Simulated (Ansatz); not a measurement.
Cost and result for the atomization energy of B$_{2}$H$_{6}$S$_{2}$, SMILES `[BH2-]1[SH+][BH2-][SH+]1` (10 atoms, 10 bonds).

| atom | x (Å) | y (Å) | z (Å) |
| --- | --- | --- | --- |
| B1 | -0.670 | 0.589 | -0.949 |
| S2 | -0.520 | 0.969 | 0.969 |
| B3 | 1.060 | -0.168 | 0.737 |
| S4 | 0.517 | -0.972 | -0.967 |
| H5 | -1.784 | 0.357 | -1.314 |
| H6 | -0.069 | 1.464 | -1.504 |
| H7 | -1.374 | 0.035 | 1.426 |
| H8 | 1.225 | -0.959 | 1.618 |
| H9 | 1.963 | 0.575 | 0.476 |
| H10 | -0.347 | -1.887 | -0.491 |

Total charge 0; spin multiplicity 1. The structure was optimised at the PBE0-D4/def2-TZVP level. Program: Ansatz. All runs use 2 threads of a server CPU on a shared host. Times are those of one run each, without the atoms' runs, and a repeat can differ threefold. Electronic energies, without spin–orbit coupling; frozen cores. CCSD(T)/CBS adds CCSD(T) − MP2 in def2-TZVPP to the MP2 limit, and its time is that of the two runs behind it. T1 = 0.011. B3LYP takes the VWN-RPA correlation (the form of Gaussian; ORCA's B3LYP/G).

CCSD(T)/CBS is a level of theory with its own doubt, some kJ/mol a heavy atom from the limit and from the frozen cores, so smaller differences don't rank the functionals.

```
                             level  functions  wall time
            LDA (SPW92)/def2-TZVPP        230      1.6 s
                BLYP-D4/def2-TZVPP        230        2 s
   PBE-D4/def2-TZVPP (with forces)        230      2.1 s
                  CCSD(T)/def2-SVP         94      3.3 s
r2SCAN-D4/def2-TZVPP (with forces)        230      3.9 s
 B3LYP-D4/def2-TZVPP (with forces)        230      3.9 s
             r2SCANh-D4/def2-TZVPP        230      3.9 s
                 B2PLYP/def2-TZVPP        230      4.5 s
                ωB97X-V/def2-TZVPP        230        7 s
               PBE-QIDH/def2-TZVPP        230      7.5 s
                    MP2/def2-QZVPP        434       22 s
                CCSD(T)/def2-TZVPP        230       41 s
                 CCSD(T)/CBS(def2)          –       63 s
```

Task: What atomization energy does each give, and how far from CCSD(T)/CBS? (Estimate.)

Result: The calculation gave: 
| level | atomization (kJ/mol) | difference from CCSD(T)/CBS | per bond |
| --- | --- | --- | --- |
| LDA (SPW92)/def2-TZVPP | 3679.9 | 471.1 | 47.1 |
| BLYP-D4/def2-TZVPP | 3199.0 | -9.8 | -1.0 |
| PBE-D4/def2-TZVPP (with forces) | 3281.7 | 72.9 | 7.3 |
| CCSD(T)/def2-SVP | 3047.6 | -161.2 | -16.1 |
| r2SCAN-D4/def2-TZVPP (with forces) | 3263.2 | 54.4 | 5.4 |
| B3LYP-D4/def2-TZVPP (with forces) | 3222.9 | 14.1 | 1.4 |
| r2SCANh-D4/def2-TZVPP | 3250.1 | 41.3 | 4.1 |
| B2PLYP/def2-TZVPP | 3177.4 | -31.4 | -3.1 |
| ωB97X-V/def2-TZVPP | 3241.9 | 33.1 | 3.3 |
| PBE-QIDH/def2-TZVPP | 3223.5 | 14.7 | 1.5 |
| MP2/def2-QZVPP | 3213.3 | 4.5 | 0.5 |
| CCSD(T)/def2-TZVPP | 3135.4 | -73.4 | -7.3 |
| CCSD(T)/CBS(def2) | 3208.8 | 0.0 | 0.0 |

Leaving LDA and LC-ωPBE aside and taking each functional with its dispersion term where it has one, the values, not all of them listed here, spread over 122.2 kJ/mol, from BHLYP-D4 to PBE-D4. LDA lies +423.6 kJ/mol from PBE without D4, its usual overbinding. In def2-TZVPP, CCSD(T) changes the Hartree–Fock value by +729.4 kJ/mol (the triples alone add +49.0 kJ/mol) and MP2 by +764.9 kJ/mol; breaking electron pairs costs correlation energy, which Hartree–Fock lacks. From r2SCAN to r2SCAN0 (25 % exact exchange), in def2-TZVPP and without D4, the atomization energy moves by −32.2 kJ/mol: exact exchange takes away binding that semilocal exchange gives to molecules.
